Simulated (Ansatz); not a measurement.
`N[SiH2][SiH](O)F` + `C[SeH]` → `C[Se][SiH](O)F` + `N[SiH3]`  (cleavage of the Si–Si bond)

Isolated molecules relaxed with PBE0-D4/def2-TZVP in Ansatz; ΔE leaves out vibrations. CCSD(T)/CBS is the MP2 limit (def2-TZVPP, def2-QZVPP) plus CCSD(T) − MP2 in def2-TZVPP, frozen cores. This one scheme is used for every species. Functionals use def2-TZVPP. For Se outer-core shells are correlated without core-valence functions, which leaves a few kJ/mol of doubt a bond. Scalar relativity is left out up to krypton. One conformer a species, not always the lowest.

CCSD(T)/CBS gives -0.89 eV.

Q: Another level gave -0.86 eV. Which?
A. SCS-MP2/def2-TZVPP
B. CCSD/def2-TZVPP
C. PBE0/def2-TZVPP
D. PBE/def2-TZVPP

A: B. CCSD/def2-TZVPP -0.86, PBE0 -0.78, SCS-MP2/def2-TZVPP -0.93, PBE -0.72 eV.

Largest T1 diagnostic among the species: 0.012.

From PBE to PBE0 (25 % exact exchange), in def2-TZVPP and without D4, ΔE moves by −0.06 eV.
